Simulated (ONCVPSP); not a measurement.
## P (Z = 15), ONCV: configuration errors across variants

ONCVPSP 4.0.1 input, shortened (lines: element, Z, core and valence counts, functional; n l f; lmax; l rc ep ncon nbas qcut; lloc lpopt rc5 dvloc0; l nproj debl; icmod fcfact rcfact), PW91, scalar-relativistic:

```
  P 15.00    1    4  -109134      upf
    1    0    2.00
    2    0    2.00
    2    1    6.00
    3    0    2.00
    3    1    3.00
    2
    0    0.85    0.00    4    7   18.20
    1    0.80    0.00    4    9   17.20
    2    0.95    0.16    5    9   10.40
    4    5    0.80    1.00
    0    3    1.20
    1    2    1.00
    2    2    0.60
    1    0.60    0.00
```

All-electron excitation energies from the reference (eV): (1) 2s2 2p6 3s2 3p2 9.776; (2) 2s2 2p6 3s2 3p1 28.983; (3) 2s2 2p6 3s2 3p0 58.804; (4) 2s2 2p6 3s1 3p3 18.901.

1 further variants failed, have other tests or too few solved ones, and are left out.

A true bound ghost makes a file unfit for plane-wave use even where its test errors are small: the radial tests pick states by their node count and pass the ghost by.

Errors AE − PS in meV (a dash: test not solved or not reliable):

| change | (1) | (2) | (3) | (4) | bound ghosts | GHOST(+) flags above zero |
| --- | --- | --- | --- | --- | --- | --- |
| base | +0.6 | +2.7 | +9.0 | -0.2 | none | d |
| all radii but the core radius scaled by about 1.08 (s 0.92, p 0.86, d 1.02 bohr); local potential polynomial inside 0.86 bohr (lpopt 5, dvloc0 1 Ha) | +0.5 | +2.6 | +9.3 | -2.8 | none | d |
| s: nbas 8 | +0.6 | +2.7 | +9.1 | -0.2 | none | d |
| core correction Teter function, fcfact 3.5, rcfact 1.65 | +0.6 | +2.7 | +9.0 | -0.1 | none | d |
| p: qcut 21.2 | +0.5 | +2.3 | +7.4 | 0.0 | none | d |
| d: debl 3.1 | +0.6 | +2.7 | +9.0 | -0.2 | none | none |
| s: qcut 27.4 | +0.6 | +2.7 | +9.2 | -0.7 | s | d |

Problem. Give the same row for: s: ncon 3, nbas 6.

Solution. +0.6, +2.7, +9.2, -0.3; bound ghosts: none; GHOST(+) flags above zero: d.
